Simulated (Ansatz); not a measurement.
Consider the cleavage of the Si–P bond: `[SiH3]P[SiH3]` + `COB(N)O` → `COB(N)O[SiH3]` + `[SiH3]P`.

Computed with Ansatz on PBE0-D4/def2-TZVP structures; ΔE is electronic, products minus reactants. CBS: MP2 limit from def2 TZ/QZ plus the TZ coupled-cluster correction, frozen cores. This one scheme is used for every species. DFT in def2-TZVPP. One conformer a species, not always the lowest.

`[SiH3]P[SiH3]`:

Z-matrix (Å, degrees):
```
Si
P 1 2.250
H 1 1.487 2 113.6
H 1 1.486 2 108.7 3 121.5
H 1 1.486 2 107.4 3 -120.5
Si 2 2.250 1 95.8 3 47.4
H 2 1.422 1 94.6 3 -47.7
H 6 1.487 2 113.6 1 -47.4
H 6 1.486 2 108.7 1 -169.0
H 6 1.486 2 107.4 1 73.1
```

`COB(N)O`:

Z-matrix (Å, degrees):
```
C
O 1 1.404
H 1 1.096 2 111.6
H 1 1.096 2 111.6 3 122.0
H 1 1.091 2 108.2 3 -119.0
B 2 1.375 1 120.9 3 -61.1
O 6 1.372 2 117.8 1 -180.0
N 6 1.409 2 123.5 1 0.0
H 7 0.959 6 111.1 2 0.0
H 8 1.003 6 121.1 2 -180.0
H 8 1.002 6 124.4 2 0.0
```

`COB(N)O[SiH3]`:

```xyz
14

C     0.112    1.513   -1.822
O    -0.806    0.512   -1.451
B    -0.614   -0.216   -0.311
N    -1.560   -1.210    0.009
O     0.486    0.041    0.479
Si    1.145   -0.570    1.844
H    -0.250    1.967   -2.745
H     1.109    1.097   -2.000
H     0.196    2.288   -1.055
H    -2.358   -1.377   -0.576
H    -1.514   -1.780    0.832
H     0.225   -1.547    2.494
H     2.418   -1.260    1.515
H     1.413    0.542    2.788
```

`[SiH3]P`:

```xyz
7

Si   -0.410    0.438   -0.557
P     1.284   -0.500    0.599
H    -0.308   -0.014   -1.969
H    -0.237    1.913   -0.509
H    -1.759    0.093   -0.036
H     0.686   -1.789    0.610
H     0.744   -0.142    1.863
```

Task: Is it downhill or uphill in electronic energy at CCSD(T)/CBS, and by how much? (Best estimate.)

Result: Ansatz gave: Downhill: ΔE = -60.0 kJ/mol.

Task: What do these levels give: ωB97X-V, B2PLYP, HF/def2-TZVPP, CCSD/def2-TZVPP, CCSD(T)/def2-TZVPP, CCSD/CBS(def2)? (Best estimate.)

Result: The calculation gave: ωB97X-V -60.9, B2PLYP -66.7, HF/def2-TZVPP -87.8, CCSD/def2-TZVPP -66.3, CCSD(T)/def2-TZVPP -62.0, CCSD/CBS(def2) -64.3 kJ/mol.

Largest T1 diagnostic among the species: 0.013.

In def2-TZVPP, CCSD(T) changes the Hartree–Fock value by +25.8 kJ/mol (the triples alone add +4.3 kJ/mol) and MP2 by +27.0 kJ/mol. The D4 term adds +3.0 kJ/mol with B3LYP and +1.3 kJ/mol with PBE0; it sums over pairs of atoms, weighted by their polarisabilities, and B3LYP, whose exchange is more repulsive, gets the larger term.

B3LYP here is the variant with VWN-RPA as its local correlation; programs differ in this.
